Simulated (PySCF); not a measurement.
BF2 (SMILES F[B]F), doublet, at a GFN2-xTB geometry; PySCF with HF/6-31G*.

PySCF was given this input:
```python
from pyscf import gto, scf

mol = gto.Mole()
mol.atom = '''
    F    -1.09933277   -0.18974845    0.05097832
    B    -0.01799801    0.56075196   -0.01779468
    F     1.10933166   -0.12178042   -0.04109239
'''
mol.basis = '6-31g*'
mol.spin = 1
mol.verbose = 4
mol.build()

mf = scf.UHF(mol)
mf.diis_space = 12
mf.kernel()
```

Problem. Write the output that PySCF gives for this input, abridged.

Solution. 
```
PySCF version 2.14.0

[INPUT] verbose = 4
[INPUT] num. atoms = 3
[INPUT] num. electrons = 23
[INPUT] charge = 0
[INPUT] spin (= nelec alpha-beta = 2S) = 1
[INPUT] symmetry False subgroup None
[INPUT] Mole.unit = angstrom
[INPUT] Symbol           X                Y                Z      unit          X                Y                Z       unit  Magmom
[INPUT]  1 F     -1.099332770000  -0.189748450000   0.050978320000 AA   -2.077437855059  -0.358572603061   0.096335063090 Bohr   0.0
[INPUT]  2 B     -0.017998010000   0.560751960000  -0.017794680000 AA   -0.034011309687   1.059667628213  -0.033627071674 Bohr   0.0
[INPUT]  3 F      1.109331660000  -0.121780420000  -0.041092390000 AA    2.096333018709  -0.230131641135  -0.077653362904 Bohr   0.0

nuclear repulsion = 55.5144556060117
number of shells = 18
number of NR pGTOs = 81
number of NR cGTOs = 42
basis = 6-31g*
ecp = {}

******** <class 'pyscf.scf.uhf.UHF'> ********
method = UHF
initial guess = minao
damping factor = 0
level_shift factor = 0
DIIS = <class 'pyscf.scf.diis.CDIIS'>
diis_start_cycle = 1
diis_space = 12
diis_damp = 0
SCF conv_tol = 1e-09
SCF conv_tol_grad = None
SCF max_cycles = 50
direct_scf = True
direct_scf_tol = 1e-13
number electrons alpha = 12  beta = 11
Set gradient conv threshold to 3.16228e-05
init E= -223.763854206356

cycle= 1 E= -223.519546758695  delta_E= 0.244  |g|= 0.427  |ddm|= 1.31
cycle= 2 E= -223.587650556774  delta_E= -0.0681  |g|= 0.236  |ddm|= 0.504
cycle= 3 E= -223.606938758031  delta_E= -0.0193  |g|= 0.0411  |ddm|= 0.14
cycle= 4 E= -223.608767037955  delta_E= -0.00183  |g|= 0.0127  |ddm|= 0.0862
cycle= 5 E= -223.609021035202  delta_E= -0.000254  |g|= 0.00482  |ddm|= 0.0372
cycle= 6 E= -223.609054779539  delta_E= -3.37e-05  |g|= 0.00153  |ddm|= 0.0115
cycle= 7 E= -223.609058059097  delta_E= -3.28e-06  |g|= 0.000355  |ddm|= 0.0029
cycle= 8 E= -223.609058234076  delta_E= -1.75e-07  |g|= 0.000111  |ddm|= 0.000782
cycle= 9 E= -223.609058251408  delta_E= -1.73e-08  |g|= 3.36e-05  |ddm|= 0.000201
cycle= 10 E= -223.609058252925  delta_E= -1.52e-09  |g|= 7.48e-06  |ddm|= 5.44e-05
cycle= 11 E= -223.609058252994  delta_E= -6.94e-11  |g|= 1.31e-06  |ddm|= 1.36e-05
Extra cycle  E= -223.609058252996  delta_E= -1.93e-12  |g|= 6.1e-07  |ddm|= 1.61e-06
converged SCF energy = -223.609058252996  <S^2> = 0.75201478  2S+1 = 2.0020138
```
